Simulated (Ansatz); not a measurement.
C₅H₉AlO₂, SMILES `[CH3][Al-]1([CH3])[O]C=CC=[O+]1`. The species carries charge 0 and has multiplicity 1. The geometry is a stationary point of PBE0-D4/def2-TZVP.

```xyz
17

C    -0.323    2.102    1.119
Al   -0.186    0.201    0.695
C    -0.512   -1.218    1.997
O    -1.186   -0.148   -0.835
C    -0.731   -0.484   -1.965
C     0.612   -0.653   -2.285
C     1.616   -0.454   -1.344
O     1.447   -0.115   -0.139
H     0.370    2.389    1.917
H    -1.328    2.368    1.463
H    -0.099    2.737    0.255
H    -0.390   -2.215    1.563
H    -1.526   -1.166    2.406
H     0.175   -1.150    2.848
H    -1.477   -0.652   -2.749
H     0.881   -0.943   -3.290
H     2.656   -0.600   -1.657
```

(1) What is the dipole moment at r2SCAN/def2-TZVPP? (Best estimate.)

(2) And with PBE, B3LYP, ωB97M-V? (Best estimate.)

(3) Give the Mulliken charges with r2SCAN, PBE, B3LYP in def2-TZVPP. (Best estimate.)

Results:

(1) Computed: 3.65 D, with components (0.91, -0.97, -3.40) D in this frame, pointing from negative to positive charge.

(2) The calculation gave: PBE 3.46 D, B3LYP 3.81 D, ωB97M-V 3.83 D.

(3) Computed: 
```tsv
atom	r2SCAN	PBE	B3LYP
C1	-0.39	-0.44	-0.46
Al2	0.54	0.44	0.56
C3	-0.39	-0.44	-0.46
O4	-0.30	-0.21	-0.28
C5	0.24	0.13	0.15
C6	-0.22	-0.17	-0.19
C7	0.24	0.13	0.15
O8	-0.30	-0.21	-0.28
H9	0.06	0.09	0.08
H10	0.06	0.09	0.08
H11	0.04	0.07	0.07
H12	0.04	0.07	0.07
H13	0.06	0.09	0.08
H14	0.06	0.09	0.08
H15	0.08	0.09	0.11
H16	0.09	0.11	0.12
H17	0.08	0.09	0.11
```

B3LYP here is the variant with VWN-RPA as its local correlation; programs differ in this.
